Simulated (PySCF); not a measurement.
## Electronic structure of F (fluorine, neutral) at the UHF level

Configuration: [He] 2s2 2p5, 2P determinant. Computed with PySCF 2.14 in cc-pVDZ-DK (3s2p1d, 14 functions), with the spin-free X2C one-electron Hamiltonian (Gaussian nucleus).

```
Total energy                                                  : -99.461762 hartree
One-electron energy                                           : -139.3944 hartree
Hartree (Coulomb) energy                                      : 50.0017 hartree
Exchange energy                                               : -10.0691 hartree
⟨S²⟩                                                          : 0.7520
⟨L²⟩                                                          : 2.006
Sum of ⟨r⟩                                                    : 7.720 bohr
Sum of ⟨r²⟩                                                   : 9.933 bohr²
Traceless quadrupole moment −½Σ⟨3z² − r²⟩ along its main axis : 0.640 e·bohr²
Langevin diamagnetic susceptibility                           : -7.87 ×10⁻⁶ cm³/mol
Time after the integrals                                      : 0.04 s of wall time on 1 thread of Neoverse-V2 (shared host)
```

```json
{"shell": "1s α", "electrons": "1", "mean orbital energy (hartree)": "-26.42571", "spread (hartree)": "0", "rms radius, mean of both spins (bohr)": "0.204"}
{"shell": "1s β", "electrons": "1", "mean orbital energy (hartree)": "-26.37757", "spread (hartree)": "0", "rms radius, mean of both spins (bohr)": "0.204"}
{"shell": "2s α", "electrons": "1", "mean orbital energy (hartree)": "-1.66435", "spread (hartree)": "0", "rms radius, mean of both spins (bohr)": "1.10"}
{"shell": "2s β", "electrons": "1", "mean orbital energy (hartree)": "-1.47273", "spread (hartree)": "0", "rms radius, mean of both spins (bohr)": "1.10"}
{"shell": "2p α", "electrons": "3", "mean orbital energy (hartree)": "-0.75246", "spread (hartree)": "0.10944", "rms radius, mean of both spins (bohr)": "1.22"}
{"shell": "2p β", "electrons": "2", "mean orbital energy (hartree)": "-0.66571", "spread (hartree)": "0", "rms radius, mean of both spins (bohr)": "1.22"}
```
